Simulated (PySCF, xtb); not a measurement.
Pb(Br)2 cation (Br2Pb), SMILES [Pb]([Br])[Br] (connectivity only; charge and spin as stated), charge +1, multiplicity 2.

Harmonic wavenumbers (cm⁻¹) from GFN2-xTB (xtb 6.7.1) at its own minimum, in rising order: 38, 117, 169.

What does PBE0-D3(BJ)/def2-SVP run with PySCF give at its own minimum? (An estimate is asked for; the answer gives what the named calculation found.)

121, 149, 216. Paired by order, the mean absolute difference is 54 cm⁻¹ and the zero-point energies are 0.5 and 0.7 kcal/mol.
